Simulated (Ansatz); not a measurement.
## A geometry optimisation of AsH2Si+ with PBE0-D4/def2-TZVP

The starting geometry of this gas-phase singlet was optimised with GFN2-xTB.

```yaml
atoms:
  - { symbol: As, position_ang: [-0.6718, 1.2156, 0.1915] }
  - { symbol: Si, position_ang: [0.2763, -0.7344, 0.3737] }
  - { symbol: H, position_ang: [0.9216, -2.0526, 0.4474] }
  - { symbol: H, position_ang: [-0.7976, 1.2283, 1.6906] }
```

**Question.** Predict what it relaxes into with PBE0-D4/def2-TZVP.

**Answer.** A new bond forms, giving a structure with H4 bridging Si2 and As1, given below by its coordinates. Distances that change by over a tenth: As1–H4 (1.50 → 1.66 Å). Contacts that close: Si2–H4 (2.60 → 1.76 Å).

The energy falls by 0.33 eV over 10 steps:

| step | E − E(last) (eV) |
| --- | --- |
| 1 | 0.332 |
| 2 | 0.217 |
| 3 | 0.164 |
| 4 | 0.076 |
| 5 | 0.011 |
| 6 | 0.003 |
| 7 | 0.002 |
| 8 | 0.000 |
| 9 | 0.000 |
| 10 | 0.000 |

Final geometry (Å):

```yaml
atoms:
  - { symbol: As, position_ang: [-0.7414, 1.3706, 0.1040] }
  - { symbol: Si, position_ang: [0.1698, -0.5055, 0.2942] }
  - { symbol: H, position_ang: [0.7617, -1.7809, 0.7681] }
  - { symbol: H, position_ang: [-0.4617, 0.5728, 1.5369] }
```

Frequencies at the end are all real (lowest 332 cm⁻¹). Run with Ansatz 0.2.0, 31 s on 1 thread of Arm Neoverse N1 (shared host).
